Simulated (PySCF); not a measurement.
Method: PBE0 in PySCF with La def2-TZVP with ECP46, Cl def2-TZVP; scalar-relativistic core potentials, no spin–orbit coupling; density-fitted integrals. Open shells, if any, are unrestricted.

Task: What shape and geometry does isolated singlet [LaCl2]+ take (every ligand bound to La)?

Result: Formally La is in oxidation state +3, with 0 electrons left for the f, d and s shells; the Mulliken f population is 0.11. The lowest minimum found is a singlet of C2v symmetry with La–Cl 2.496 Å (×2); Cl–La–Cl 108.2°. Its harmonic wavenumbers are 82 (a1), 384 (b2), 386 (a1) cm⁻¹ and its dipole moment is 7.08 D about the centre of mass.

Stability towards spin polarisation was not tested. This need not be the most stable arrangement of these atoms.
